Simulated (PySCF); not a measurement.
# Electronic absorption of C4H6OSi

Species: C4H6OSi.
InChI=1S/C4H6OSi/c6-4-2-1-3-5-4/h1-3H,6H3

Method: TDDFT CAM-B3LYP/def2-SVPD, vertical, gas phase, core orbitals frozen in the response (PySCF 2.14.0, density-fitted response routines). Geometry: PBE0-D3(BJ)/def2-SVP; no solvent, vibrations or thermal averaging.

Problem. What does the calculation give for the low-lying excited states?

Solution. 

```
state  E (eV)  λ (nm)  ν̃ (cm⁻¹)       f  main configurations (H = HOMO, L = LUMO)
   S1    5.91   209.8      47670   0.321                                 H→L (97%)
   S2    6.47   191.8      52140  0.0012                  H→L+1 (82%), H→L+2 (14%)
   S3    6.82   181.9      54970  0.0027                  H-1→L (61%), H→L+6 (36%)
   S4    7.12   174.1      57440  0.0002                  H→L+4 (56%), H→L+2 (30%)
   S5    7.21   172.0      58140   0.016                  H→L+3 (72%), H→L+2 (10%)
   S6    7.40   167.5      59710  0.0088     H→L+2 (38%), H→L+4 (25%), H→L+3 (18%)
   S7    7.62   162.6      61480  0.0057                               H→L+5 (89%)
   S8    7.96   155.8      64170   0.371     H→L+6 (45%), H-1→L (29%), H→L+7 (20%)
   S9    7.98   155.3      64370  0.0001                  H-2→L (40%), H-4→L (39%)
  S10    8.04   154.3      64830   0.017                H-1→L+1 (50%), H→L+8 (11%)
```

Triplets, Tamm–Dancoff:

| state | E (eV) | λ (nm) | main configurations (H = HOMO, L = LUMO) |
| --- | --- | --- | --- |
| T1 | 3.85 | 322.4 | H→L (90%) |
| T2 | 5.25 | 236.2 | H-1→L (58%), H→L+6 (35%) |
| T3 | 6.23 | 199.0 | H→L+6 (54%), H-1→L (37%) |
| T4 | 6.39 | 194.1 | H→L+1 (80%), H→L+2 (14%) |

The lowest singlet comes at 210 nm (570 kJ/mol) in the ultraviolet; it is strong; its leading configuration is HOMO→LUMO (97%). The most intense listed level is S8 at 7.96 eV (156 nm, f = 0.371), 2.05 eV above S1. Löwdin shares by element: HOMO carbon 81% (atoms not listed hold the other 19%); LUMO carbon 50% or more, oxygen 15% (atoms not listed hold the other 35%). Weighted by f, the mean energy of these states is 7.04 eV. The oscillator strengths of these states sum to 0.743; summed over the whole spectrum of an exact calculation they would give the number of electrons, 52 (Thomas–Reiche–Kuhn). Orbital energies (eV): HOMO-3 -11.27, HOMO-2 -11.15, HOMO-1 -9.59, HOMO -8.06, LUMO 0.73, LUMO+1 1.24, LUMO+2 1.62. The vertical ionisation energy (ΔSCF) is 8.81 eV, 0.78 eV above S10. Singlets were solved by full linear response, triplets in the Tamm–Dancoff approximation.

Time: 29 s. Hardware: one thread, x86-64 server, on a shared host.
